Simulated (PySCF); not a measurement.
**Bromine: a sound run and one with changed settings**

Sound run: Br²⁺ [Ar] 3d10 4s2 4p3, Br³⁺ [Ar] 3d10 4s2 4p2. All numbers are calculated (PySCF 2.14, scalar relativity by spin-free X2C-1e, in x2c-SVPall (5s4p3d, 32 functions)). In the sound run the correlated levels freeze [Ar] 3d10. The sound run starts from symmetry-adapted Hartree-Fock orbitals and uses a fine grid where one is needed.

Changed run: all electrons correlated in a basis built for the valence shell.

```
species  method  sound run (hartree)  changed run (hartree)  converged
   Br²⁺     MP2          -2602.87680            -2603.01946        yes
   Br³⁺     MP2          -2601.59140            -2601.73260        yes
```

Ionisation energy of Br²⁺:

| method | sound run (eV) | changed run (eV) |
| --- | --- | --- |
| UHF | 34.606 | 34.606 |
| MP2 | 34.978 | 35.017 |
| SCS-MP2 | 34.843 | 34.863 |

A valence basis has no tight correlating functions, so it recovers only part of the core correlation, and not evenly between atom and ion.

For comparison, NIST gives 34.871 ± 0.019 eV between the lowest levels.
